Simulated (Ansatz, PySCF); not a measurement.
This PySCF input computes a PBE/def2-TZVPD energy:

```python
from pyscf import gto, scf, dft

mol = gto.M(
    atom='''
    Al    0.00000000    0.00000000    0.00000000
    O     0.00000000    0.00000000    1.64976943
    O    -0.00000000   -0.00000000   -1.64976943
    ''',
    basis='def2-tzvpd',
    charge=0,
    spin=1,
    symmetry='D2h',
    verbose=4,
)

mf = dft.UKS(mol, xc='pbe').density_fit(auxbasis='def2-universal-jkfit')
mf.grids.level = 3
mf.conv_tol = 1e-9
mf.max_cycle = 100
mf.max_memory = 1500
mf.kernel()
if not mf.converged:
    mf = mf.newton()
    mf.kernel(mf.make_rdm1())
mf.analyze()
```

Problem. Write an input for the same energy in Ansatz (an electronic-structure program) and say what it gives.

Solution. 
Ansatz 0.2 input:
```yaml
crystal:
  periodic: [false, false, false]
  atoms:
    - {symbol: Al, position_ang: [0.00000000, 0.00000000, 0.00000000]}
    - {symbol: O, position_ang: [0.00000000, 0.00000000, 1.64976943]}
    - {symbol: O, position_ang: [-0.00000000, -0.00000000, -1.64976943]}
basis:
  gaussian:
    orbitals: def2-TZVPD
hamiltonian:
  xc: {name: PBE}
magnetization: {spin_polarized: true, initial_magnetization: 1}
output: {forces: true}
```
It gives -392.62235 Eh, and PySCF -392.62238 Eh, a difference of 0.03 mEh, from the treatment of integrals and grids.

It need not be the lowest isomer of its formula.
